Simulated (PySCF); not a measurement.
Cd(H)(Me) (CH4Cd), SMILES [CdH][CH3].

Coordinates come from a B3LYP-D3(BJ)/def2-TZVP optimisation. The def2 effective core potentials stand for the cores of Cd; spin–orbit coupling is left out.

These are r2SCAN/def2-TZVPD in PySCF values and carry that method's errors.

Symmetry labels are those of the subgroup Cs that the program uses (full group C3v).

Computed valence orbital energies around the gap with their symmetry:
```csv
orbital,symmetry,energy (eV)
HOMO−7,A",-12.82
HOMO−6,A',-12.82
HOMO−5,A",-12.80
HOMO−4,A',-12.80
HOMO−3,A",-9.54
HOMO−2,A',-9.54
HOMO−1,A',-7.97
HOMO,A',-6.35
LUMO,A',-0.68
LUMO+1,A",-0.68
LUMO+2,A',-0.16
LUMO+3,A',1.61
```
